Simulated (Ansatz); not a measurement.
A nudged elastic band was laid between two geometries of ClH4InSi (7 atoms, charge 0, multiplicity 1).

Computed with Ansatz, RKS B3LYP-D4/def2-SVPD.

```yaml
movable_images: 5
climbing_image: yes
spring: 5.0 eV/Å²
optimiser: quadratic models (default)
start_path: IDPP
force_threshold: 0.03 eV/Å
iteration_limit: 60
end_points: relaxed
```

First end point:

```xyz
7
Properties=species:S:1:pos:R:3
Si -0.984 0.576 -0.416
In 1.303 -0.429 0.268
Cl 0.972 -2.316 1.744
H -1.997 -0.511 -0.488
H -0.890 1.265 -1.735
H -1.391 1.571 0.618
H 2.988 -0.157 0.009
```

Last end point:

```xyz
7
Properties=species:S:1:pos:R:3
Si -1.096 0.217 -0.467
In 1.294 -0.469 0.251
Cl 1.844 0.588 2.355
H -1.707 -0.816 -1.351
H -1.008 1.503 -1.217
H -1.938 0.404 0.745
H 2.611 -1.428 -0.317
```

Q: What changes between the two ends?

A: No bond is made or broken. The dihedral H4–Si1–In2–Cl3 goes from -33 to -154°. The two ends are copies of one structure, up to a mirror image or an exchange of like atoms.

Q: What energy profile does the band end with?

A: The forces met the threshold. The highest image is number 4 of 0 to 6, 0.2 kJ/mol above the ends, which have the same energy within 2 meV. The top lies less than 8 meV above the higher end, about what the thresholds resolve: the motion is nearly free. A vibrational analysis at the climbing image gives no mode beyond 40i cm⁻¹: the surface is too flat there to confirm a saddle point.

```csv
image,path coordinate (Å),energy (kJ/mol),dihedral H4–Si1–In2–Cl3 (°)
0,0.00,0.0,-33
1,0.61,-0.2,-53
2,1.23,-0.1,-73
3,1.84,0.1,-94
4,2.45,0.2,-115
5,3.05,0.2,-135
6,3.64,0.0,-154
```

Q: What is the geometry of the highest image?

A: 
```xyz
7
Properties=species:S:1:pos:R:3
Si -1.057 0.351 -0.484
In 1.295 -0.462 0.233
Cl 1.542 -0.365 2.637
H -1.816 -0.780 -1.090
H -0.921 1.432 -1.503
H -1.788 0.869 0.703
H 2.746 -1.045 -0.497
```

Run time: 98 s on 2 threads of Intel(R) Xeon(R) Platinum 8259CL CPU @ 2.50GHz (Skylake/Cascade Lake) (shared host), peak memory 0.3 GiB.
